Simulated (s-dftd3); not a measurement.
C4H12Ge (SMILES CC(C)[CH2][GeH3]), singlet, at a GFN2-xTB geometry; D3(op) for tpss (s-dftd3).

s-dftd3 was given this input:
```
$ s-dftd3 mol.xyz --op tpss --json dftd3.json --noedisp --grad

# file mol.xyz
17

Ge     1.19204730     0.56714476    -0.05754356
C     -0.14291499    -0.40813352     1.02478555
C     -1.47181421    -0.75171789     0.35417463
C     -1.27787032    -1.78595875    -0.74868490
C     -2.14060935     0.49817568    -0.20427519
H      2.47695911     0.63797260     0.70755841
H      1.51822983    -0.07475567    -1.36893037
H      0.79742154     1.98087734    -0.34754028
H     -0.33651492     0.20244411     1.91116398
H      0.32633876    -1.32831449     1.38212088
H     -2.13107858    -1.18576940     1.11818937
H     -0.64106043    -1.38068517    -1.53369694
H     -2.23428227    -2.05938865    -1.18936037
H     -0.81099573    -2.68634650    -0.35444740
H     -1.53940228     0.90778741    -1.01628749
H     -2.24171535     1.25754145     0.56886375
H     -3.13015973     0.26581165    -0.59224003
```

It wrote (shortened):

```
-----------------------------------
 s i m p l e   D F T - D 3  v1.4.0
-----------------------------------

Optimized power damping: tpss-D3(op)
--------------------
   s6        1.0000
   s8        0.5158
   s9        0.0000
   a1        0.5750
   a1        3.0000
  alp       14.0000
 beta        8.0000
--------------------

Dispersion energy:      -8.9009877618823E-03 Eh

Gradient norm:           1.0746251469516E-03 Eh/a0
--------------------------------------------------
     #    Z           dE/dx      dE/dy      dE/dz
--------------------------------------------------
     1   32 Ge   -4.411E-04 -1.781E-04 -6.312E-05
     2    6 C    -1.708E-04  1.387E-05 -2.793E-04
     3    6 C     1.122E-05  1.486E-05 -7.550E-05
     4    6 C     1.360E-05  3.078E-04  1.911E-04
     5    6 C     1.953E-04 -2.767E-04  2.861E-05
     6    1 H     5.510E-06  8.394E-05 -1.609E-04
     7    1 H     2.666E-04  1.716E-04 -1.545E-05
     8    1 H     3.343E-04  3.882E-05 -7.817E-05
     9    1 H    -1.746E-04 -4.058E-05  1.625E-05
    10    1 H    -1.728E-04 -1.159E-04 -2.203E-05
    11    1 H     9.381E-05  5.659E-05 -1.242E-04
    12    1 H     1.039E-04  2.267E-04  1.310E-04
    13    1 H    -9.159E-05  4.712E-05  8.374E-05
    14    1 H    -5.317E-05 -1.584E-06  1.433E-04
    15    1 H     1.551E-04 -1.117E-04  7.672E-05
    16    1 H    -4.048E-05 -1.123E-04  1.111E-04
    17    1 H    -3.481E-05 -1.245E-04  3.708E-05
--------------------------------------------------

Virial:
--------------------------------------------------
      component           x          y          z
--------------------------------------------------
          x      -6.119E-04  1.666E-03 -2.518E-03
          y       1.666E-03 -2.439E-03 -1.488E-03
          z      -2.518E-03 -1.488E-03 -1.984E-03
--------------------------------------------------

[Info] JSON dump of results written to 'dftd3.json'
```
